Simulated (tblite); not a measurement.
OS, triplet, geometry from GFN2-xTB; GFN1-xTB (tblite).

Here is a job for tblite.
```
$ tblite run mol.xyz --method gfn1 --charge 0 --spin 2 --grad --json tblite.json --no-restart

# file mol.xyz
2

O     -0.00000000    -0.00000000    -0.97800273
S      0.00000000     0.00000000     0.48900137
```

What the program printed (banner, timings and long lists left out):

```
xTB calculator
 | screened Coulomb repulsion
 | Coulomb electrostatics
 |  * isotropic Klopman-Ohno-Mataga-Nishimoto electrostatics
 |  * onsite third-order electrostatics
 | DFT-D3(BJ) dispersion correction

halogen bonding energy    0.0000000000000E+00 Eh
repulsion energy          2.1874090948457E-02 Eh
dispersion energy        -2.0699688924282E-04 Eh
number of electrons       1.2000000000000E+01 e
integral cutoff           1.9487547202114E+01 bohr

------------------------------------------------------------
  cycle        total energy    energy error   density error
------------------------------------------------------------
      1     -7.981229902547  -8.0028970E+00   7.4165992E-01
      2     -8.037283819902  -5.6053917E-02   4.6971034E-01
      3     -8.210183010561  -1.7289919E-01   3.0296775E-01
      4     -8.230816391923  -2.0633381E-02   1.6489801E-01
      5     -8.250197872353  -1.9381480E-02   2.3732771E-02
      6     -8.250579070914  -3.8119856E-04   1.6496601E-03
      7     -8.250580705616  -1.6347028E-06   9.2650870E-05
      8     -8.250580708607  -2.9906868E-09   2.1950803E-05
      9     -8.250580708820  -2.1285018E-10   1.0202459E-05
------------------------------------------------------------

electronic energy        -8.2722478028792E+00 Eh
total energy             -8.2505807088200E+00 Eh

Post processing:
 | Mayer-Wiberg bond orders

[Info] Tight-binding results written to 'tblite.txt'
[Info] JSON dump of results written to 'tblite.json'
```
